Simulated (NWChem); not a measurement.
A series in which one site is exchanged, each optimised at PBE0/def2-SVP with NWChem, gas phase unless a solvent is named. For some, no frequency run checked for a minimum. def2 effective core potentials on Zr; no spin-orbit coupling.

A: FC(F)(F)Cl (CClF$_{3}$; site = C)
B: [F][Zr]([F])([F])[Cl] (ZrClF$_{3}$; site = Zr)
C: [F][Ge]([F])([F])[Cl] (GeClF₃; site = Ge)
D: [F][Ti]([F])([F])[Cl] (TiClF₃; site = Ti)

Q: Rank them by orbital gap (eV), PBE0/def2-SVP, lowest first.

A: D (6.77), B (8.21), C (8.78), A (10.76)
